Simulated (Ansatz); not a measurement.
Steps of a relaxation of CH$_{9}$BN$_{2}$Si, SMILES `CB[SiH](N)N` with RKS PBE-D4/def2-SVP.

```sh
$ ansatz run in.yaml --threads 4 --pin off --events-out ev --progress --plain --max-ram 10444MiB
```

```yaml
crystal:
  periodic: [false, false, false]
  atoms:
    - {symbol: C, position_ang: [-1.675700, 0.880100, 0.926700]}
    - {symbol: B, position_ang: [-0.472100, 1.259900, 0.005000]}
    - {symbol: Si, position_ang: [0.600600, -0.161800, -0.732500]}
    - {symbol: N, position_ang: [0.060100, -1.740400, -0.209500]}
    - {symbol: N, position_ang: [2.311800, 0.013200, -0.139000]}
    - {symbol: H, position_ang: [-2.216200, 1.882400, 1.233600]}
    - {symbol: H, position_ang: [-1.366100, 0.363000, 1.814900]}
    - {symbol: H, position_ang: [-2.407900, 0.328600, 0.331200]}
    - {symbol: H, position_ang: [-0.189200, 2.404500, -0.185800]}
    - {symbol: H, position_ang: [0.628500, -0.081800, -2.163300]}
    - {symbol: H, position_ang: [0.585400, -2.478800, -0.619800]}
    - {symbol: H, position_ang: [-0.937900, -1.840400, -0.626800]}
    - {symbol: H, position_ang: [2.811500, -0.745800, -0.536000]}
    - {symbol: H, position_ang: [2.254300, -0.111900, 0.930200]}
basis:
  gaussian: {orbitals: def2-SVP}
hamiltonian: {xc: pbe, dispersion: d4}
relax: {f_tol: 0.03, max_steps: 200}
```

Positions (Å) and forces (eV/Å) along the path, 10 of 26 steps:

```xyz
14
step=1 energy=-12701.0273 eV
C    -1.676    0.880    0.927   -0.997    3.744   -0.511
B    -0.472    1.260    0.005   -0.632    0.054    0.774
Si    0.601   -0.162   -0.733    2.154   -0.411    1.010
N     0.060   -1.740   -0.209   -3.185    0.608   -0.104
N     2.312    0.013   -0.139   -2.100    1.321    1.789
H    -2.216    1.882    1.234    0.610   -1.661   -0.135
H    -1.366    0.363    1.815    0.194   -0.946    0.895
H    -2.408    0.329    0.331   -0.374   -0.732   -0.049
H    -0.189    2.405   -0.186    0.127    0.558   -0.192
H     0.628   -0.082   -2.163    0.207    0.204   -1.690
H     0.585   -2.479   -0.620    0.818   -1.242   -0.591
H    -0.938   -1.840   -0.627    1.556   -0.185    0.916
H     2.812   -0.746   -0.536    1.201   -1.341   -0.353
H     2.254   -0.112    0.930    0.422    0.028   -1.760
14
step=9 energy=-12701.8029 eV
C    -1.730    0.951    0.940   -0.117   -0.098   -0.033
B    -0.523    1.234   -0.019   -0.052   -0.004    0.061
Si    0.695   -0.232   -0.723   -0.065    0.096    0.051
N    -0.023   -1.762   -0.244    0.067   -0.046   -0.021
N     2.313   -0.044   -0.076    0.066   -0.052   -0.117
H    -2.101    1.806    1.552    0.057   -0.154   -0.112
H    -1.633    0.030    1.564   -0.027    0.198   -0.114
H    -2.553    0.716    0.199    0.190    0.104    0.197
H    -0.321    2.380   -0.407   -0.044   -0.057    0.021
H     0.928   -0.064   -2.215    0.030   -0.040    0.006
H     0.351   -2.643   -0.608   -0.007   -0.024    0.005
H    -1.039   -1.829   -0.148   -0.038    0.025   -0.009
H     3.104   -0.279   -0.682   -0.006    0.045    0.052
H     2.518   -0.293    0.894   -0.054    0.006    0.013
14
step=10 energy=-12701.8096 eV
C    -1.719    0.951    0.948   -0.142   -0.097   -0.034
B    -0.527    1.222   -0.030   -0.074    0.009    0.013
Si    0.693   -0.241   -0.734   -0.035    0.052    0.031
N    -0.022   -1.772   -0.256   -0.011   -0.079   -0.004
N     2.301   -0.038   -0.069    0.076   -0.060   -0.080
H    -2.048    1.802    1.587    0.051   -0.123   -0.094
H    -1.645    0.012    1.544   -0.025    0.166   -0.079
H    -2.567    0.776    0.217    0.201    0.073    0.182
H    -0.344    2.365   -0.430   -0.014   -0.028    0.011
H     0.944   -0.088   -2.225    0.020   -0.014    0.006
H     0.355   -2.658   -0.605   -0.015    0.022    0.006
H    -1.040   -1.839   -0.161    0.041    0.026   -0.012
H     3.110   -0.243   -0.663   -0.039    0.041    0.074
H     2.493   -0.278    0.906   -0.035    0.013   -0.022
14
step=12 energy=-12701.8194 eV
C    -1.656    0.957    0.990   -0.283    0.229   -0.118
B    -0.554    1.177   -0.099   -0.128    0.022   -0.135
Si    0.678   -0.279   -0.785    0.080    0.002    0.045
N    -0.023   -1.823   -0.324   -0.048   -0.007   -0.002
N     2.234   -0.022   -0.014    0.243   -0.085   -0.094
H    -1.824    1.812    1.690    0.055   -0.194   -0.161
H    -1.624   -0.001    1.544    0.007   -0.020    0.046
H    -2.596    0.936    0.351    0.325   -0.002    0.228
H    -0.458    2.293   -0.599    0.024   -0.050    0.083
H     1.015   -0.152   -2.262    0.011    0.010    0.056
H     0.362   -2.710   -0.662    0.001    0.029   -0.015
H    -1.043   -1.886   -0.254    0.041   -0.003    0.004
H     3.120   -0.111   -0.530   -0.321    0.041    0.178
H     2.355   -0.221    0.983   -0.006    0.028   -0.115
14
step=14 energy=-12701.8337 eV
C    -1.626    0.970    0.999   -0.125    0.058   -0.019
B    -0.583    1.159   -0.152    0.045    0.065    0.010
Si    0.661   -0.297   -0.806    0.038   -0.001   -0.005
N    -0.029   -1.850   -0.363    0.002    0.027   -0.013
N     2.183   -0.012    0.020    0.014   -0.054   -0.021
H    -1.728    1.839    1.687    0.016   -0.077   -0.071
H    -1.564    0.026    1.576   -0.002    0.012   -0.009
H    -2.603    0.945    0.437    0.133    0.000    0.087
H    -0.474    2.280   -0.640   -0.027   -0.079   -0.005
H     1.061   -0.177   -2.267   -0.004    0.004    0.036
H     0.376   -2.727   -0.704   -0.003    0.006   -0.007
H    -1.048   -1.929   -0.309   -0.002   -0.003    0.005
H     3.081   -0.053   -0.466   -0.071    0.028    0.024
H     2.281   -0.202    1.019   -0.014    0.014   -0.011
14
step=17 energy=-12701.8539 eV
C    -1.480    1.004    1.049    0.058    0.010   -0.064
B    -0.616    1.099   -0.260   -0.027   -0.026    0.056
Si    0.620   -0.361   -0.864   -0.021   -0.007    0.072
N    -0.062   -1.938   -0.517    0.037    0.032   -0.038
N     2.023   -0.017    0.142    0.080   -0.047    0.013
H    -1.439    1.919    1.676   -0.004    0.016    0.017
H    -1.331    0.105    1.679    0.006   -0.017    0.016
H    -2.534    0.970    0.677   -0.030    0.004   -0.012
H    -0.620    2.164   -0.862    0.000    0.020   -0.004
H     1.181   -0.229   -2.265    0.024   -0.016    0.030
H     0.355   -2.792   -0.897   -0.006   -0.005    0.006
H    -1.079   -2.030   -0.461    0.013    0.010    0.005
H     2.956    0.177   -0.227   -0.093    0.006    0.030
H     2.011   -0.101    1.162   -0.036    0.019   -0.127
14
step=19 energy=-12701.8604 eV
C    -1.441    1.010    1.059   -0.012    0.013   -0.047
B    -0.614    1.077   -0.277    0.033    0.028    0.078
Si    0.607   -0.393   -0.875   -0.065   -0.006   -0.045
N    -0.070   -1.977   -0.565    0.026    0.045   -0.021
N     1.986   -0.048    0.162    0.196   -0.001    0.056
H    -1.362    1.932    1.675   -0.004   -0.017   -0.012
H    -1.289    0.116    1.696   -0.009    0.003   -0.010
H    -2.508    0.994    0.721    0.026   -0.002    0.014
H    -0.604    2.145   -0.877   -0.006   -0.036   -0.003
H     1.213   -0.263   -2.258    0.000   -0.013    0.028
H     0.338   -2.825   -0.966    0.002    0.006    0.014
H    -1.084   -2.067   -0.476    0.014    0.004    0.009
H     2.891    0.292   -0.174   -0.144   -0.018   -0.013
H     1.923   -0.022    1.183   -0.057   -0.007   -0.047
14
step=20 energy=-12701.8644 eV
C    -1.461    1.002    1.051    0.053   -0.015    0.005
B    -0.571    1.088   -0.245   -0.209   -0.034   -0.081
Si    0.616   -0.399   -0.873   -0.107    0.056   -0.029
N    -0.071   -1.973   -0.548    0.013    0.057    0.001
N     2.021   -0.088    0.143    0.215   -0.031   -0.158
H    -1.397    1.906    1.695   -0.012   -0.019   -0.008
H    -1.349    0.090    1.674    0.000    0.052   -0.042
H    -2.516    1.006    0.671    0.094    0.010   -0.004
H    -0.543    2.163   -0.839    0.061   -0.060    0.080
H     1.191   -0.274   -2.269    0.008   -0.006    0.045
H     0.325   -2.829   -0.944    0.002   -0.004    0.008
H    -1.083   -2.056   -0.432    0.025    0.002    0.003
H     2.873    0.355   -0.209   -0.086   -0.011   -0.010
H     1.952   -0.021    1.156   -0.057    0.003    0.192
14
step=24 energy=-12701.8816 eV
C    -1.449    0.987    1.033   -0.016    0.016    0.023
B    -0.555    1.091   -0.252    0.007   -0.002   -0.003
Si    0.595   -0.406   -0.904    0.036    0.003    0.003
N    -0.073   -1.966   -0.506   -0.011   -0.038    0.023
N     2.034   -0.143    0.103   -0.013    0.007   -0.014
H    -1.335    1.845    1.730   -0.002   -0.008   -0.005
H    -1.398    0.033    1.595   -0.002   -0.003   -0.004
H    -2.495    1.083    0.645    0.001   -0.003    0.001
H    -0.425    2.194   -0.764    0.009    0.013   -0.004
H     1.158   -0.290   -2.304   -0.010   -0.003   -0.018
H     0.378   -2.837   -0.796   -0.019    0.031    0.000
H    -1.089   -2.072   -0.458    0.031   -0.006   -0.012
H     2.737    0.532   -0.211   -0.017   -0.015    0.016
H     1.904   -0.080    1.118    0.008    0.006   -0.005
14
step=26 energy=-12701.8826 eV
C    -1.460    0.990    1.031    0.007   -0.009    0.001
B    -0.540    1.094   -0.237   -0.018   -0.017   -0.021
Si    0.589   -0.412   -0.905   -0.010    0.017   -0.016
N    -0.064   -1.973   -0.477   -0.016    0.014    0.025
N     2.039   -0.142    0.085   -0.006    0.002    0.021
H    -1.340    1.831    1.747   -0.002   -0.004    0.001
H    -1.440    0.023    1.573    0.002    0.014    0.000
H    -2.496    1.115    0.626    0.010    0.002   -0.003
H    -0.371    2.203   -0.729    0.007   -0.005    0.008
H     1.127   -0.305   -2.317   -0.008    0.003    0.006
H     0.397   -2.837   -0.773    0.019   -0.013   -0.013
H    -1.079   -2.091   -0.472    0.006    0.008   -0.002
H     2.714    0.564   -0.224    0.002   -0.008    0.001
H     1.912   -0.087    1.101    0.007   -0.003   -0.007
```

Run time 2.1 min (4 threads of a server CPU on a shared host); peak host memory 0.17 GiB.
